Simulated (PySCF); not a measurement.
## Shifts of the heteroatoms

Atom-mapped SMILES (the numbers label the heavy atoms): `[BH:1]1[NH:2][BH:3][NH:4][BH:5][NH:6]1`. Each H is labelled by its parent atom.

Computational details: PBE0-D3(BJ)/def2-SVP structure, NMR shieldings at PBE0/pcSseg-1/GIAO, couplings computed with B3LYP/pcJ-1 (spin–dipole term only in couplings to heteroatoms), in PySCF (equivalent nuclei averaged, non-relativistic, one conformer, no solvent).

Predict the 15N NMR data.

Answers


| atoms | environment | σ (ppm) | δ (ppm) |
| --- | --- | --- | --- |
| N2/N4/N6 | nitrogen bonded to 2 B, H, in a 6-membered ring | 119.8 | -260.2 |

Shieldings were converted by a linear fit to measured shifts: 15N: δ = -150.45 − 0.916σ (rms 7.2 ppm, 79 shifts vs CH3NO2, solution or neat liquid). Occasional misses reach two or three times the rms, and more in compound classes unlike the fitted ones.

Couplings (the largest are listed; each averaged over equivalent pairs): 1J(B1,N2) = -25.8 Hz, 2J(N2,H(B1)) = -4.6 Hz, 2J(N2,N4) = 1.1 Hz, 3J(B1,N4) = -2.6 Hz. Signs are for 15N, whose magnetogyric ratio is negative.

On a 300 MHz spectrometer 15N resonates near 30.4 MHz, so 1 ppm is 30.4 Hz.
